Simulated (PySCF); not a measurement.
Species: C₆H₁₄NPS.
Numbering: `[CH3:1][N:2]([CH3:3])[P:4]1[CH2:5][CH2:6][S:7][CH2:8][CH2:9]1`

Geometry (GFN2-xTB, Å), atoms numbered from 1 in this order:
```
atom  x, y, z in Å
C1    -1.9880   -0.7279   -0.8236
N2    -1.5809   -0.1553    0.4423
C3    -2.6643    0.5596    1.0899
P4    -0.0074    0.3948    0.7787
C5     0.9215   -1.2225    0.6600
C6     2.4198   -0.9761    0.6997
S7     3.0347   -0.2502   -0.8516
C8     2.1157    1.3197   -0.8093
C9     0.6129    1.1024   -0.8473
H10   -2.3425    0.0349   -1.5286
H11   -2.8052   -1.4319   -0.6454
H12   -1.1669   -1.2736   -1.2817
H13   -3.4626   -0.1424    1.3447
H14   -2.2944    1.0174    2.0056
H15   -3.0900    1.3434    0.4521
H16    0.6582   -1.7738   -0.2464
H17    0.6255   -1.8247    1.5245
H18    2.6900   -0.2990    1.5129
H19    2.9742   -1.9084    0.8136
H20    2.4555    1.8685   -1.6887
H21    2.4197    1.8615    0.0883
H22    0.3559    0.4449   -1.6824
H23    0.1138    2.0657   -0.9971
```

NICS = −σ at a ghost point: NICS(0) at the centroid of the ring atoms, NICS(1) 1 Å to either side along the normal of their mean plane, zz for the tensor component along that normal. Level: GIAO PBE0/pcSseg-1 (PySCF, non-relativistic, gas phase) on the GFN2-xTB geometry, one conformer.

Ring bond lengths (Å), with Mayer bond orders in brackets: P4–C5 1.869 (0.95), C5–C6 1.519 (1.00), C6–S7 1.820 (1.01), S7–C8 1.820 (1.01), C8–C9 1.519 (1.00), C9–P4 1.879 (0.94).

Q: What do the NICS probes read (ppm)?

A: 
```
             ring                                                   type  NICS(0)  NICS(1), two faces  NICS(1)zz, two faces  rms pucker (Å)  centre to ring atoms, mean (Å)
P4–C5–C6–S7–C8–C9  6-membered ring with P and S; formal bonds all single     -4.1         -3.6 / -2.0             2.2 / 6.0            0.32                            1.64
```

Q: What do they say, and how far can they be read as aromaticity?

A: 
- P4–C5–C6–S7–C8–C9: mean NICS(1)zz 4.1 ppm, deshielded. C5, C6, C8, C9 have four or more neighbours, and the NICS criterion for π rings isn't applied. The two faces differ by 3.8 ppm, so no symmetry operation interchanges them.

Q: At the first NICS(1) probe listed for ring P4–C5–C6–S7–C8–C9, 1 Å off the ring, how large is the induced field along the normal in 1 T applied along it?

A: NICSzz × B0 = 2.2 ppm × 1 T = 2 μT, along the applied field.

Q: List the ring angles and the Hirshfeld charges of the ring atoms.

A: 
- P4–C5–C6–S7–C8–C9: P4 96.1° (+0.189 e), C5 110.4° (-0.130 e), C6 112.1° (-0.077 e), S7 98.8° (-0.022 e), C8 112.1° (-0.076 e), C9 111.0° (-0.133 e); sum 640.5° against 720° for a flat convex ring.

Hardware: one thread, Intel Xeon Platinum 8259CL at 2.50 GHz (x86_64), on a shared host. Cost: 74 s, 1.0 GiB resident at most. This is the whole shielding run at PBE0/pcSseg-1, SCF included.
